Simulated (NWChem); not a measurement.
System meant: C$_{3}$H$_{5}$BFN; SMILES C(#C)B(NC)F

NWChem input:

```
start job
memory heap 200 mb stack 900 mb global 1100 mb
geometry units angstroms noautoz
  C      1.050294     2.235700    -0.000098
  C      0.312429     1.268707     0.000173
  B     -0.620940     0.041663    -0.000064
  F     -1.949099     0.230098    -0.000363
  N     -0.136777    -1.266527    -0.000306
  C      1.236255    -1.699129     0.000812
  H      1.694290     3.096932    -0.000530
  H     -0.827315    -2.010053    -0.000731
  H      1.477294    -2.301644     0.893089
  H      1.477559    -2.304979    -0.889098
  H      1.896556    -0.821399    -0.000656
end
basis spherical
  * library def2-svp
end
dft
  odft
  mult 2
  xc b3lyp
  iterations 150
  mulliken
end
task dft energy
```

End of the output:

```
 Summary of "ao basis" -> "ao basis" (spherical)
 ------------------------------------------------------------------------------
       Tag                 Description            Shells   Functions and Types
 ---------------- ------------------------------  ------  ---------------------
 C                          def2-svp                 6       14   3s2p1d
 B                          def2-svp                 6       14   3s2p1d
 F                          def2-svp                 6       14   3s2p1d
 N                          def2-svp                 6       14   3s2p1d
 H                          def2-svp                 3        5   2s1p

 Summary of "ao basis" -> "ao basis" (spherical)
 ------------------------------------------------------------------------------
       Tag                 Description            Shells   Functions and Types
 ---------------- ------------------------------  ------  ---------------------
 C                          def2-svp                 6       14   3s2p1d
 B                          def2-svp                 6       14   3s2p1d
 F                          def2-svp                 6       14   3s2p1d
 N                          def2-svp                 6       14   3s2p1d
 H                          def2-svp                 3        5   2s1p

      Symmetry analysis of basis
      --------------------------

        a'         77
        a"         32

  number of electrons :                   44
  multiplicity        :                    2
 ------------------------------------------------------------------------
  no. of electrons and multiplicity not compatible                  44
 ------------------------------------------------------------------------
 ------------------------------------------------------------------------
  current input line :
    26: task dft energy
 ------------------------------------------------------------------------
 ------------------------------------------------------------------------
 There is an error in the input file
 ------------------------------------------------------------------------
 For more information see the NWChem manual at https://nwchemgit.github.io

0: no. of electrons and multiplicity not compatible:Received an Error in Communication
```

Can this run be used? If not, why, and what is the fix?

The program refused the input. Cause: the multiplicity doesn't fit the number of electrons (an even count wants an odd multiplicity, and the reverse). This input runs:
```
start job
memory heap 200 mb stack 900 mb global 1100 mb
geometry units angstroms noautoz
  C      1.050294     2.235700    -0.000098
  C      0.312429     1.268707     0.000173
  B     -0.620940     0.041663    -0.000064
  F     -1.949099     0.230098    -0.000363
  N     -0.136777    -1.266527    -0.000306
  C      1.236255    -1.699129     0.000812
  H      1.694290     3.096932    -0.000530
  H     -0.827315    -2.010053    -0.000731
  H      1.477294    -2.301644     0.893089
  H      1.477559    -2.304979    -0.889098
  H      1.896556    -0.821399    -0.000656
end
basis spherical
  * library def2-svp
end
dft
  xc b3lyp
  iterations 150
  mulliken
end
task dft energy
```
It converges to -296.60397 Ha (B3LYP/def2-SVP).
